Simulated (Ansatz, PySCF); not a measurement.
Gas-phase reaction in SMILES: CCCCl -> [CH2]CCl + [CH3] (CH3) (the C-C bond at the site shown breaks; other sites are not compared here)
Each molecule is optimised on its own at B3LYP-D3(BJ)/def2-TZVP (Ansatz, an electronic-structure program), one conformer each, not searched for the lowest.

Wanted: bond dissociation energy (0 K, with B3LYP-D3(BJ) harmonic zero-point energies from PySCF), in eV. Correlated levels leave the core frozen unless marked. UHF or UKS for open shells. No spin-orbit coupling. No relativistic terms. CBS marks a two-point X^-3 extrapolation of the correlation energy; Hartree-Fock from the larger set. [CCSD(T)-MP2]/basis is that difference in the basis named.

```
level                           program  bond dissociation energy (eV)
-----------------------  --------------  -----------------------------
PBE0/STO-3G                      Ansatz                           4.92
PBE0/6-31G*                      Ansatz                           3.82
BHLYP-D3(BJ)/def2-TZVPD  Ansatz + dftd3                           3.50
TPSSh-D3(BJ)/def2-TZVPD   PySCF + dftd3                           3.47
r2SCANh-D4/def2-TZVPD    Ansatz + dftd4                           3.41
r2SCANh/def2-TZVPD               Ansatz                           3.39
CAM-B3LYP-D4/def2-TZVPD  Ansatz + dftd4                           3.65
```

Estimate the value at RI-MP2/CBS(cc-pV(T+d)Z,cc-pV(Q+d)Z)+[CCSD(T)-MP2]/cc-pV(T+d)Z as computed with Ansatz.

3.84 eV
